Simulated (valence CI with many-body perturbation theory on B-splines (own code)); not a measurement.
Pd¹⁵⁺: key properties

Calculated by relativistic CI+MBPT: three valence electrons over a frozen Dirac-Fock core [Ar] 3d10, radial functions for each j: 11 s, 11 p, 10 d, 8 f, 5 g, 2 h, with the one-electron correlation potential Σ1, the two-electron term Σ2, the three-electron term Σ3, Breit, model QED; selected CI, second order for the rest, scaled by the run's own slope (own B-spline code, finite nucleus).

No measured levels were compared; by estimate levels hold to about 250 cm⁻¹ or 0.2 % of their energy and the worst to 1 %, as in measured heavy ions of charge 2 to 7; those with d or f electrons hold less well.

Names give the largest LS component (configuration and term), which can be under half, so a name can repeat, a term be missing and a line seem to break the LS rules; names also repeat where a configuration has a term twice.

Rates and lifetimes use the calculated energies. Strong lines usually hold to 10 to 20 %, long lifetimes can be off by a factor of two.

What is the ground level?

4s2 4p 2P°_1/2, composition 98 % 4s2 4p 2P°, g = 0.665.

How well does LS coupling describe the low levels?

Among the lowest 20 levels the leading LS term, summed over configurations, holds 84 % on average. For single configurations the figures are 81 % in LS and 82 % in jj coupling. Terms mix most in the J = 3/2 level at 650020 cm⁻¹, where the leading one holds 37 %.

Among levels below 1736600 cm⁻¹, which E1 lines absorb most strongly from the ground level?

to 4s2 4d 2D_3/2 at 17.73 nm, f = 0.948; to 4s 4p2 2P_1/2 at 25.62 nm, f = 0.471; to 4s 4p2 2D_3/2 at 28.17 nm, f = 0.269.

How is the term 2P° of the ground level split?

J = 1/2 at 0, J = 3/2 at 52586 cm⁻¹.

Where does the other parity begin?

At 4s 4p2 4P_1/2, 261750 cm⁻¹.

What is the ionisation energy?

369.91 eV; NIST lists 369.1 ± 0.15 eV (semi-empirical).

Name the longest-lived excited levels whose lifetime is computed, and their main decay.

4s2 4p 2P°_3/2 at 52586 cm⁻¹ lives 759 μs, mostly by M1 to 4s2 4p 2P°_1/2. The lifetime of 4s 4p 4d 4F°_9/2 is too uncertain to give, and may be longer.
